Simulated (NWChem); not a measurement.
Molecule: CuPH₄; SMILES [PH3]->[CuH]

```xyz
6

Cu     0.0000     0.0000    -0.8238
H      0.0000     0.0000    -2.3458
P      0.0000     0.0000     1.3760
H      1.2139     0.2395     2.1017
H     -0.3995    -1.1710     2.1017
H     -0.8144     0.9315     2.1017
```
Atoms are numbered in this order, from 1.

Level: PBE-D3(BJ)/def2-SVP (NWChem), optimised geometry, unscaled harmonic frequencies. 

| frequency (cm⁻¹) | IR intensity (km/mol) |
|---|---|
| 273 | 35.6 |
| 273 | 35.6 |
| 311 | 2.6 |
| 504 | 55.2 |
| 504 | 55.3 |
| 979 | 82.6 |
| 1070 | 6.8 |
| 1070 | 6.8 |
| 1771 | 70.5 |
| 2350 | 74.0 |
| 2360 | 17.9 |
| 2360 | 17.9 |

The zero-point energy is 19.8 kcal/mol. The thermal correction to the enthalpy at 298.15 K (with zero-point energy) is 23.3 kcal/mol. The heat capacity Cv comes out as 14.6 cal/(mol K) and the entropy at 298.15 K and 1 atm (symmetry number 3) is 66.2 cal/(mol K). The dipole moment is 5.16 D.

Rigid rotor and harmonic oscillator.
